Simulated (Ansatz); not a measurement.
`NB(O[SiH3])O[SiH3]` + `[OH][Ga]([OH])[SH]` → `[OH][Ga]([SH])[O][SiH3]` + `NB(O)O[SiH3]`  (ligand exchange at the Si–O bond)

Isolated molecules relaxed with PBE0-D4/def2-TZVP in Ansatz; ΔE leaves out vibrations. CBS: MP2 limit from def2 TZ/QZ plus the TZ coupled-cluster correction, frozen cores. DFT in def2-TZVPP. For Ga outer-core shells are correlated without core-valence functions, which leaves a few kJ/mol of doubt a bond. Scalar relativity is left out up to krypton. One conformer a species, not always the lowest.

`NB(O[SiH3])O[SiH3]`:

Cartesian coordinates in Å:
```
N 1.771 -0.071 1.035
B 0.622 -0.322 0.267
O -0.332 0.641 0.021
Si -0.578 2.217 0.386
O 0.430 -1.572 -0.263
Si -0.819 -2.115 -1.189
H 1.978 0.815 1.458
H 2.453 -0.788 1.204
H 0.515 2.734 1.258
H -0.610 3.010 -0.867
H -1.871 2.354 1.098
H -0.914 -1.352 -2.460
H -0.535 -3.539 -1.488
H -2.110 -2.012 -0.460
```

`[OH][Ga]([OH])[SH]`:

```xyz
7

O    -1.230   -1.108   -0.858
Ga   -0.048   -0.065   -0.032
O    -0.215    1.685   -0.284
S     1.559   -0.809    1.247
H    -1.115   -2.047   -0.705
H    -0.951    1.907   -0.861
H     2.000    0.437    1.494
```

`[OH][Ga]([SH])[O][SiH3]`:

Z-matrix (Å, degrees):
```
Si
O 1 1.632
H 1 1.486 2 110.1
H 1 1.495 2 110.7 3 -119.8
H 1 1.486 2 110.1 3 120.5
Ga 2 1.779 1 136.6 3 119.6
S 6 2.172 2 119.3 1 -179.9
O 6 1.774 2 119.8 1 0.1
H 7 1.345 6 91.6 2 0.0
H 8 0.961 6 113.3 2 -0.0
```

`NB(O)O[SiH3]`:

```xyz
11

N    -0.011    1.744    1.138
B     0.262    0.536    0.465
O     1.461   -0.135    0.547
O    -0.714   -0.017   -0.323
Si   -0.697   -1.398   -1.218
H    -0.903    2.195    1.044
H     0.634    2.227    1.735
H     2.119    0.280    1.106
H    -2.027   -1.495   -1.867
H     0.356   -1.346   -2.265
H    -0.480   -2.591   -0.361
```

Task: Is it downhill or uphill in electronic energy at CCSD(T)/CBS, and by how much? (An estimate is asked.)

Result: Computed: Downhill: ΔE = -1.4 kcal/mol.

Task: What do these levels give: ωB97M-V, MP2/def2-TZVPP, CCSD/def2-TZVPP, HF/def2-QZVPP, SCS-MP2/def2-QZVPP, CCSD/CBS(def2)? (Estimate.)

Result: The calculation gave: ωB97M-V -1.4, MP2/def2-TZVPP -1.7, CCSD/def2-TZVPP -1.8, HF/def2-QZVPP -2.4, SCS-MP2/def2-QZVPP -1.7, CCSD/CBS(def2) -1.5 kcal/mol.

Largest T1 diagnostic among the species: 0.014.

In def2-TZVPP, CCSD(T) changes the Hartree–Fock value by +0.7 kcal/mol (the triples alone add +0.1 kcal/mol) and MP2 by +0.8 kcal/mol.
